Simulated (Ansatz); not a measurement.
CH4BN, SMILES `B[C]N` (excited triplet) (charge 0, multiplicity 3). This triplet is an excited state, 1.53 eV above the relaxed singlet at the level frozen-core CCSD(T)/cc-pVTZ // PBE0-D3(BJ)/def2-TZVP (Ansatz, a quantum-chemistry and plane-wave program).

Cartesian coordinates (Å):
```xyz
7

B      1.3024     0.0464     0.3799
C     -0.0326    -0.4965     0.0441
N     -1.3026    -0.1386     0.0571
H      1.3575     1.1714     0.8132
H      2.2954    -0.6002     0.2301
H     -2.0318    -0.7605    -0.2498
H     -1.5883     0.7780     0.3776
```
Charge 0, spin multiplicity 3.

Frozen-core energies in 6-31g from Ansatz at a geometry from PBE0-D3(BJ)/def2-TZVP; the HF reference has <S^2> = 2.01 and the T1 diagnostic is 0.025.

```csv
level,energy (Ha)
HF,-119.19215
MP2,-119.40579
CCSD,-119.43901
CCSD(T),-119.44479
```

### Question
Estimate the energies of CCSDT and CCSDT(Q), and give each level's difference from CCSDT(Q).

### Answer

```json
[
 {"level": "MP2", "energy (Ha)": "-119.40579", "difference from CCSDT(Q) (mHa)": "40.48"},
 {"level": "CCSD", "energy (Ha)": "-119.43901", "difference from CCSDT(Q) (mHa)": "7.26"},
 {"level": "CCSD(T)", "energy (Ha)": "-119.44479", "difference from CCSDT(Q) (mHa)": "1.48"},
 {"level": "CCSDT", "energy (Ha)": "-119.44577", "difference from CCSDT(Q) (mHa)": "0.50"},
 {"level": "CCSDT(Q)", "energy (Ha)": "-119.44627", "difference from CCSDT(Q) (mHa)": "0.00"}
]
```
